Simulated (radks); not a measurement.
Initial-state core-level shifts of the palladium ion Pd2+ when its valence configuration changes from [Kr] 4d8. Calculated with a radial shooting solver on a logarithmic mesh with Libxc functionals: scalar-relativistic Kohn-Sham, PBE, spin-unpolarised, spherical densities, point nucleus. Shifts are changes of the shell-averaged eigenvalues in eV (positive: less bound).

valence           1s       2p       3s       4p
4d7 5s1       -5.273   -5.574   -5.435   -4.641
4d7 5p1       -6.603   -6.874   -6.758   -5.957
4d6 5p2      -13.513  -14.118  -13.823  -11.975
4d6 5s1 5p1  -12.245  -12.874  -12.555  -10.734
4d7.5 5s0.5   -2.584   -2.728   -2.666   -2.294
4d6 5s2      -10.942  -11.595  -11.255   -9.459
4d5 5p3      -20.693  -21.692  -21.145  -18.005
4d5 5s1 5p2  -19.483  -20.499  -19.931  -16.835
